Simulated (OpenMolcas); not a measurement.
Mn3+: moving or changing the point charges

Mn3+ among 5 point charges of -1.5 e arranged as a trigonal bipyramid (D3h), 1.74 Å from the ion, with the axial distance 1.792 Å.
```
   1.7400    0.0000    0.0000  -1.50
  -0.8700    1.5069    0.0000  -1.50
  -0.8700   -1.5069    0.0000  -1.50
   0.0000    0.0000    1.7922  -1.50
   0.0000    0.0000   -1.7922  -1.50
```

- Program: OpenMolcas
- Method: SS-CASPT2, IPEA 0.25 Eh, imaginary shift 0.1 Eh (closed shells correlated: 3s 3p)
- Basis: ANO-RCC-VDZP [5s4p2d1f]
- Scalar Hamiltonian: DKH2, point nucleus
- Active space: 4 electrons in 5 orbitals (3d)
- State averaging: 2S+1 = 5 even, 5 roots; 2S+1 = 3 even, 45 roots; 2S+1 = 1 even, 50 roots
- Spin-orbit coupling: RASSI with atomic mean-field integrals over the reference wave functions

Runs around this geometry, states (labels of D3, the rotations of D3h). Energies in cm-1 above the lowest state or level, χT in cm3 K/mol.

```tsv
R (Å)	q (e)	Axial / equatorial distance	Ground state	First state of that spin	First gap with spin-orbit (degeneracies)	χT at 300 K	First state of another spin
1.74	-1.5	0.95	5A1	5E 6890	7 (1, 2)	2.878	3E 23150
1.74	-1.2	1.03	5A1	5E 3790	9 (1, 2)	2.793	3A2 22860
1.66	-1.5	1.03	5A1	5E 5880	7 (1, 2)	2.867	3A2 22540
1.74	-1.5	1.03	5A1	5E 4850	8 (1, 2)	2.835	3A2 22770
1.85	-1.5	1.03	5A1	5E 3780	10 (1, 2)	2.781	3A2 22970
```

Taking the first state of the same spin as R^-n, n = -ln(3780 / 5880) / ln(1.85 / 1.66) = 4.1 between the shortest and longest distance.

Scaling the charges by -1.2 / -1.5 = 0.80 scales the first state of the same spin by 3790 / 4850 = 0.78; with fixed orbitals a first-order splitting would follow the charge.

Roots that are degenerate in the reference are averaged as groups; the widest CASPT2 spread within a group is 170 cm-1 (the 2-fold group of multiplicity 5 near 5880 cm-1 above the lowest state of its run, R = 1.66, q = -1.5, ratio = 1.03). Shifts and gaps below about the spread of the groups concerned are not significant. Free-ion shares, where given, are those of the reference states; single-state CASPT2 does not remix them. The ground term spreads over less than 5000 cm-1, several times less than with real ligands, so orbital moments are less quenched and χT lies further from the spin-only value than at real sites (holds for R = 1.74, q = -1.2, ratio = 1.03; R = 1.85, q = -1.5, ratio = 1.03). This is an electrostatic model: the charges have no orbitals. No measured value stands beside these numbers.
